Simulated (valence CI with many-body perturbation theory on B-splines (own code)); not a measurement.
Values are calculated unless marked as measured or tabulated.
## Level structure of Sr XXXIV

Level of theory: relativistic CI+MBPT: three valence electrons over a frozen Dirac-Fock core [He], a basis of 11 s, 11 p, 10 d, 8 f, 5 g, 2 h functions for each j, with the one-electron correlation potential Σ1 (screened to all orders), the two-electron term Σ2, the three-electron term Σ3, Breit, model QED; selected single and double excitations, second order for the rest, scaled by the run's own slope (own B-spline code, finite nucleus).

The last digits are not significant, and no measured levels were compared; by estimate large intervals hold to a few tenths of a per cent, small ones and those within an open d or f shell to about a per cent.

Levels 91 to 135 of 211, with energies above the lowest level, (2s^2 2p1/2) J=1/2. "Leading %" is the weight of the configuration and term that name the level; weights of strongly mixed levels are sums over their largest components and can fall short. In the jj column 3d3/2^4 stands for four electrons in 3d with j = 3/2.

```csv
No.,Configuration,Term,J,E (eV),Leading %,Second component,g,Leading jj
91,2p2.3d,4F,7/2,2716.0,66,26 % 2p2.3d 4D,1.262,2p1/2 2p3/2 3d5/2 (88 %)
92,2p2.3p,2P°,1/2,2716.5,82,9 % 2p2.3p 2S°,0.720,2p1/2 2p3/2 3p3/2 (93 %)
93,2p2.3s,4P,5/2,2717.9,44,42 % 2p2.3s 2D,1.393,2p3/2^2 3s (84 %)
94,2p2.3d,2F,7/2,2720.7,43,25 % 2p2.3d 2G,1.150,2p1/2 2p3/2 3d3/2 (74 %)
95,2p2.3d,4D,3/2,2723.2,27,20 % 2p2.3s 2P,1.178,2p1/2 2p3/2 3d5/2 (52 %)
96,2p2.3d,2F,5/2,2723.9,38,35 % 2p2.3d 4P,1.210,2p1/2 2p3/2 3d5/2 (75 %)
97,2p2.3s,2P,3/2,2726.3,30,26 % 2p2.3s 2D,1.153,2p3/2^2 3s (59 %)
98,2p2.3d,2G,9/2,2726.9,50,50 % 2p2.3d 4F,1.216,2p1/2 2p3/2 3d5/2 (97 %)
99,2p2.3d,4D,5/2,2732.4,38,31 % 2p2.3d 2D,1.227,2p1/2 2p3/2 3d3/2 (58 %)
100,2p2.3d,4P,3/2,2734.1,47,26 % 2p2.3d 2P,1.391,2p1/2 2p3/2 3d3/2 (83 %)
101,2p2.3d,4P,1/2,2736.2,51,29 % 2p2.3d 2S,2.070,2p1/2 2p3/2 3d3/2 (90 %)
102,2p2.3d,2D,5/2,2741.4,57,20 % 2p2.3d 2F,1.154,2p1/2 2p3/2 3d5/2 (71 %)
103,2p2.3d,2F,7/2,2741.4,51,32 % 2p2.3d 2G,1.090,2p1/2 2p3/2 3d5/2 (84 %)
104,2p2.3d,2D,3/2,2743.9,70,20 % 2p2.3d 2P,0.910,2p1/2 2p3/2 3d5/2 (94 %)
105,2p2.3d,2P,1/2,2744.3,71,16 % 2p2.3d 2S,0.940,2p1/2 2p3/2 3d5/2 (82 %)
106,2p2.3p,2D°,3/2,2755.5,28,22 % 2p2.3p 4S°,1.381,2p3/2^2 3p1/2 (95 %)
107,2p2.3s,2S,1/2,2758.3,72,11 % 2p2.3s 4P,1.895,2p3/2^2 3s (88 %)
108,2p2.3p,2D°,5/2,2758.4,54,23 % 2p2.3p 2F°,1.171,2p3/2^2 3p1/2 (94 %)
109,2p2.3p,2D°,5/2,2768.6,54,32 % 2p2.3p 4P°,1.279,2p3/2^2 3p3/2 (98 %)
110,2p2.3p,4D°,7/2,2769.6,51,48 % 2p2.3p 2F°,1.283,2p3/2^2 3p3/2 (97 %)
111,2p2.3p,2P°,1/2,2769.9,64,27 % 2p2.3p 2S°,1.101,2p3/2^2 3p3/2 (91 %)
112,2p2.3p,2P°,1/2,2793.4,87,7 % 2p2.3p 4D°,0.676,2p3/2^2 3p1/2 (91 %)
113,2p2.3p,2P°,3/2,2793.6,64,17 % 2p2.3p 2D°,1.283,2p3/2^2 3p3/2 (97 %)
114,2p2.3d,2F,7/2,2800.5,53,37 % 2p2.3d 4D,1.237,2p3/2^2 3d5/2 (99 %)
115,2p2.3d,4F,9/2,2802.3,50,50 % 2p2.3d 2G,1.217,2p3/2^2 3d5/2 (97 %)
116,2p2.3d,2D,3/2,2803.8,46,19 % 2p2.3d 4P,1.090,2p3/2^2 3d3/2 (95 %)
117,2p2.3d,2D,5/2,2803.9,32,24 % 2p2.3d 4D,1.211,2p3/2^2 3d3/2 (82 %)
118,2p2.3d,2P,1/2,2804.2,75,12 % 2p2.3d 4D,0.824,2p3/2^2 3d3/2 (54 %)
119,2p2.3d,2F,7/2,2807.5,51,33 % 2p2.3d 2G,1.073,2p3/2^2 3d3/2 (96 %)
120,2p2.3p,2P°,3/2,2811.5,75,9 % 2p2.3p 2D°,1.315,2p3/2^2 3p3/2 (95 %)
121,2p2.3d,2S,1/2,2815.4,53,32 % 2p2.3d 4P,2.022,2p3/2^2 3d5/2 (53 %)
122,2p2.3d,2P,3/2,2820.9,60,15 % 2p2.3d 4P,1.260,2p3/2^2 3d5/2 (89 %)
123,2p2.3d,2D,5/2,2823.0,62,28 % 2p2.3d 2F,1.120,2p3/2^2 3d5/2 (86 %)
124,2p2.3d,2D,3/2,2844.3,87,5 % 2p2.3d 4F,0.806,2p3/2^2 3d3/2 (90 %)
125,2p2.3d,2D,5/2,2845.7,75,9 % 2p2.3d 2F,1.184,2p3/2^2 3d5/2 (93 %)
126,2s2.4s,2S,1/2,3202.5,97,,2.000,2s^2 4s (97 %)
127,2s2.4p,2P°,1/2,3217.2,97,,0.663,2s^2 4p1/2 (97 %)
128,2s2.4p,2P°,3/2,3226.5,97,,1.332,2s^2 4p3/2 (97 %)
129,2s2.4d,2D,3/2,3238.1,97,,0.797,2s^2 4d3/2 (97 %)
130,2s2.4d,2D,5/2,3240.9,97,,1.198,2s^2 4d5/2 (97 %)
131,2s2.4f,2F°,5/2,3247.7,97,,0.855,2s^2 4f5/2 (97 %)
132,2s2.4f,2F°,7/2,3249.0,97,,1.141,2s^2 4f7/2 (97 %)
133,2s.2p.4s,4P°,1/2,3270.7,80,19 % 2s.2p.4s 2P°,2.273,2s 2p1/2 4s (100 %)
134,2s.2p.4s,4P°,3/2,3281.9,74,26 % 2s.2p.4s 2P°,1.622,2s 2p1/2 4s (93 %)
135,2s.2p.4p,4D,1/2,3283.8,68,21 % 2s.2p.4p 2P,0.381,2s 2p1/2 4p1/2 (100 %)
```
